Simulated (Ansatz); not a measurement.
**Abstraction of Br: GeH(CH3)2Br + CClF2 → GeH(CH3)2 + CBrClF2**

Species: GeH(CH3)2Br, singlet; CClF2 (chlorodifluoromethyl radical) `F[C](F)Cl`, doublet; GeH(CH3)2, doublet; CBrClF2 `FC(F)(Cl)Br`, singlet. A radical takes Br: the energy is the difference in strength between the Ge–Br bond broken and the C–Br bond made.

Shapes, held fixed at every level: PBE0-D4/def2-TZVP. Programs: Ansatz 0.2.0. Electronic energies: no zero-point or thermal term.

| level | kind | ΔE (kJ/mol) | less CCSD(T)/def2-TZVPP |
| --- | --- | --- | --- |
| MP2/def2-TZVPP | perturbation theory | +104.0 | -4.1 |
| HF/def2-TZVPP | Hartree–Fock | +149.9 | +41.8 |
| r2SCAN-D4/def2-TZVPP | meta-GGA | +111.3 | +3.2 |
| B3LYP-D4/def2-TZVPP | global hybrid | +109.2 | +1.1 |
| PBE0-D4/def2-TZVPP | global hybrid | +109.1 | +1.0 |
| B2PLYP/def2-TZVPP | double hybrid | +110.8 | +2.7 |
| CCSD/def2-TZVPP | coupled cluster or CI | +113.4 | +5.3 |
| CCSD(T)/def2-TZVPP | coupled cluster or CI | +108.1 | 0.0 |

The highest level, CCSD(T)/def2-TZVPP, gives ΔE = +108.1 kJ/mol; the levels span +104.0 to +149.9. The column of differences is taken from that level and isn't an error. No measured value is set beside it here. Open shells run unrestricted. Relativity is left out for Br, Ge. Outer-core shells of Br, Ge are correlated, in sets that cover them unevenly.
